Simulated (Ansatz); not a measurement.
`FC(Cl)Br` + H₂ → `FCBr` + HCl at 600 K and 1 bar (hydrogenolysis of a C–Cl bond).

Calculated with Ansatz (gas phase, PBE0-D4/def2-TZVP geometries, no zero-point term in ΔE). CCSD(T)/CBS is the MP2 limit (def2-TZVPP, def2-QZVPP) plus CCSD(T) − MP2 in def2-TZVPP, frozen cores. This one scheme is used for every species. For Br outer-core shells are correlated without core-valence functions, which leaves a few kJ/mol of doubt a bond. Scalar relativity is left out up to krypton.

```tsv
species	CCSD(T)/CBS energy (Eh)	H − E (kJ/mol)	S (J/(mol·K))
`FC(Cl)Br`	-3171.52249	91.5	355.7
H₂	-1.17544	43.9	150.8
`FCBr`	-2712.35054	109.9	316.9
HCl	-460.38127	35.4	207.2
```

H − E and S are ideal-gas, rigid-rotor, harmonic terms from PBE0-D4/def2-TZVP, for one conformer and one mirror image of each species. The MP2-based limit puts H₂ 0.8 mEh under its directly extrapolated value; such offsets cancel only in part. 1 Eh = 2625.50 kJ/mol, R = 8.31446 J/(mol·K).

Problem. By hand: ΔE, ΔH, ΔS and ΔG.

Solution. ΔE = (-2712.35054) + (-460.38127) − (-3171.52249) − (-1.17544) = -0.03388 Eh = -89.0 kJ/mol. Δ(H − E) = 109.9 + 35.4 − 91.5 − 43.9 = 9.9, so ΔH = -79.1 kJ/mol. ΔS = 316.9 + 207.2 − 355.7 − 150.8 = 17.6 J/(mol·K). ΔG = -79.1 − 600 × (17.6)/1000 = -89.7 kJ/mol.

Problem. By hand: the equilibrium constant, and the temperature at which ΔG would vanish if ΔH and ΔS stayed fixed.

Solution. log₁₀ K = −ΔG/(RT ln 10) = 7.8. ΔH and −TΔS have one sign here, so there is no such temperature.

ΔH outweighs TΔS. A doubt of 5 kJ/mol in ΔE shifts log₁₀ K by 0.4 here. Other conformers and mirror images would add mixing entropy, several J/(mol·K) or more a flexible species. These are equilibria of isolated gas molecules and say nothing of rates. Largest T1 diagnostic: 0.009 (customary marks: 0.02 for closed shells, 0.045 for open ones).
